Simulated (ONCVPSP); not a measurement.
# An all-electron radial function and its pseudo partner (cadmium)

Columns: radius, all-electron u(r) and pseudo u(r) of the 4d shell (level -30.44 eV) of cadmium in the configuration [Ar] 3d10 4s2 4p6 4d10; PBE, scalar-relativistic, ONCV scheme, ONCVPSP 4.0.1.

```
r (bohr)  all-electron  pseudo
   0.072       -0.1373  0.0024
   0.144       -0.3942  0.0184
   0.216       -0.4880  0.0584
   0.288       -0.3953  0.1275
   0.360       -0.1897  0.2255
   0.432        0.0570  0.3460
   0.504        0.2970  0.4777
   0.576        0.5053  0.6082
   0.648        0.6721  0.7264
   0.720        0.7960  0.8239
   0.792        0.8804  0.8949
   0.864        0.9311  0.9383
   0.936        0.9545  0.9571
   1.008        0.9568  0.9572
   1.080        0.9433  0.9432
   1.152        0.9184  0.9183
   1.224        0.8856  0.8855
   1.296        0.8476  0.8475
   1.368        0.8063  0.8062
   1.440        0.7635  0.7634
   1.512        0.7201  0.7200
   1.584        0.6769  0.6768
   1.656        0.6346  0.6346
   1.728        0.5936  0.5936
   1.800        0.5542  0.5541
   1.872        0.5165  0.5165
```

How many radial nodes do the two functions have?

The all-electron 4d function has n − l − 1 = 1; the pseudo-wave has 0, since the states of the same l below it are removed with the core.

At about which radius was the pseudo-wave matched?

1.12 bohr. The columns agree to 0.0005 from 1.01 bohr on; several derivatives are matched, so the curves merge somewhat inside the radius.

Where does each function peak?

Outermost all-electron maximum near 1.01 bohr, pseudo maximum near 1.01 bohr (to the table’s step).

Is the pseudo-wave norm-conserving?

Yes: the ONCV scheme keeps the norm inside the radius equal to the all-electron one, which fixes the energy derivative of the logarithmic derivative at the level.
